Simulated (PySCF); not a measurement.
**Al2H5NO4**

Al2H5NO4 is a molecule, neutral, singlet. The structure, one conformer, was relaxed in the gas phase by PBE0-D3(BJ)/def2-SVP. No frequency run checks that it is a minimum.

SMILES: [NH2][Al]([OH])[O][Al]([OH])[OH]

```csv
atom,x (Å),y (Å),z (Å)
O1,-1.979,0.771,2.090
Al2,-0.341,0.814,1.651
O3,0.764,1.407,2.797
O4,0.122,0.287,0.121
Al5,0.300,-0.393,-1.420
O6,0.697,0.555,-2.776
N7,0.126,-2.124,-1.696
H8,-2.280,1.060,2.953
H9,1.710,1.462,2.655
H10,0.816,1.504,-2.755
H11,-0.133,-2.811,-1.000
H12,0.234,-2.562,-2.603
```

Shieldings: GIAO PBE0/pcSseg-1. Shifts are against computed references at the same level: H TMS (σ 31.27 ppm). Core levels by delta-SCF with SCAN, pcX-2 on the ionised atom and pcseg-1 elsewhere, spin-free X2C (2p3/2 is the spin-free 2p value less a third of a first-order spin-orbit splitting); from the vacuum level, for chosen atoms.

**Question.** Give the NMR and core-level values of the distinct atoms.

**Answer.** 
| atoms | bonded to | σ (ppm) | δ (ppm) | core level (eV) |
| --- | --- | --- | --- | --- |
| O1 | 1 Al + 1 H | 332.1 | - | 1s 538.09 |
| Al2 | 3 O | 475.5 | - | - |
| O3 | 1 Al + 1 H | 327.8 | - | - |
| O4 | 2 Al | 310.0 | - | 1s 537.08 |
| Al5 | 1 N + 2 O | 458.5 | - | 2p3/2 80.36 |
| O6 | 1 Al + 1 H | 328.1 | - | 1s 537.87 |
| N7 | 1 Al + 2 H | 269.2 | - | 1s 404.25 |
| H8 | 1 O | 30.22 | 1.04 | - |
| H9 | 1 O | 30.29 | 0.98 | - |
| H10 | 1 O | 30.44 | 0.82 | - |
| H11 | 1 N | 31.53 | -0.26 | - |
| H12 | 1 N | 31.31 | -0.04 | - |

Values are those of this one static structure; atoms that internal rotation interchanges would show their mean in an NMR spectrum.

**Question.** Which of O1, O4, O6 holds its core electrons tightest, and by how much against the loosest?

**Answer.** O1 (bonded to 1 Al + 1 H), by 1.01 eV over O4 (bonded to 2 Al).

**Question.** By CAM-B3LYP/def2-SVPD (TDDFT singlets, Tamm-Dancoff triplets, ionisation by delta-SCF), where does absorption start, and what does vertical ionisation take?

**Answer.** The lowest singlet lies at 5.70 eV (f 0.029), the strongest of the first 6 at 7.40 eV (f 0.041), the lowest triplet at 5.38 eV; vertical ionisation takes 9.97 eV.
